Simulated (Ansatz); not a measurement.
C5H8, SMILES `C#CC(C)C` (charge 0, multiplicity 1).

Computed with r2SCAN0/cc-pVTZ // B3LYP-D3(BJ)/def2-TZVP in Ansatz (a quantum-chemistry and plane-wave program).

Ansatz 0.2 input:
```yaml
crystal:
  periodic: [false, false, false]
  atoms:
    - { symbol: C, position_ang: [1.6535, 0.291176, -1.873568] }
    - { symbol: C, position_ang: [1.020954, 0.21611, -0.856067] }
    - { symbol: C, position_ang: [0.230146, 0.116207, 0.368721] }
    - { symbol: C, position_ang: [-0.217133, -1.33227, 0.616825] }
    - { symbol: C, position_ang: [-0.969171, 1.075191, 0.327644] }
    - { symbol: H, position_ang: [2.214851, 0.358858, -2.772579] }
    - { symbol: H, position_ang: [0.876026, 0.417922, 1.200847] }
    - { symbol: H, position_ang: [-0.867189, -1.673689, -0.190413] }
    - { symbol: H, position_ang: [-0.769731, -1.398661, 1.555706] }
    - { symbol: H, position_ang: [0.63952, -2.004003, 0.669899] }
    - { symbol: H, position_ang: [-1.525445, 1.020584, 1.265112] }
    - { symbol: H, position_ang: [-1.642486, 0.808215, -0.488532] }
    - { symbol: H, position_ang: [-0.643844, 2.10436, 0.176406] }
basis:
  gaussian: { orbitals: cc-pVTZ }
hamiltonian:
  xc: r2scan0
```

Output:

```
Functional definition: r2SCAN0
1345 factors; their error is unknown
mean field evaluation 1: about -5303.4102 eV, gradient 6.0e1 eV
mean field evaluation 2: about -5303.8411 eV, gradient 5.7e1 eV
mean field evaluation 4: about -5311.7466 eV, gradient 4.5e0 eV
mean field evaluation 8: about -5311.7954 eV, gradient 5.4e-2 eV
mean field evaluation 16: about -5311.7820 eV, gradient 5.3e-5 eV
mean field -5311.78196628 eV, -195.2043868057 hartree, gradient 5.3e-5 eV, S^2 0.000000; 0 other end points of the search recorded, 0 dependent functions left out
reference -5311.78197563 eV, -195.2043871492 hartree; 19, 19 occupied and 243, 243 virtual orbitals, 1345 factors
Total energy: -5311.78197563 eV, -195.2043871492 hartree
```
